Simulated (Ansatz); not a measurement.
Frontier orbitals of CH$_{6}$AlClSSi (`[SiH3][CH](Cl)[AlH][SH]`).

The species carries charge 0 and has multiplicity 1. The structure was optimised at the PBE0-D4/def2-TZVP level. It is one conformer, not always the lowest. Basis def2-TZVPP, Ansatz 0.2.0.

```tsv
functional	HOMO (eV)	LUMO (eV)	gap (eV)
PBE	-6.33	-1.91	4.42
BLYP	-6.15	-1.76	4.39
B97M-V	-6.72	-1.71	5.01
PBE0	-7.54	-0.95	6.59
B3LYP	-7.28	-1.17	6.11
r2SCAN0	-7.73	-0.81	6.92
LC-ωPBE	-10.25	1.23	11.48
ωB97M-V	-9.71	0.82	10.53
```

Against PBE, PBE0 changes HOMO and LUMO by −1.20 and +0.96 eV, ωB97M-V by −3.38 and +2.73 eV. A gap of 4.43 eV thus becomes 10.53 eV for the same molecule, so an orbital gap means little without its functional. A positive LUMO is unbound and depends on the basis.

B3LYP here is the variant with VWN-RPA as its local correlation; programs differ in this. LC-ωPBE has ω = 0.4 bohr⁻¹.
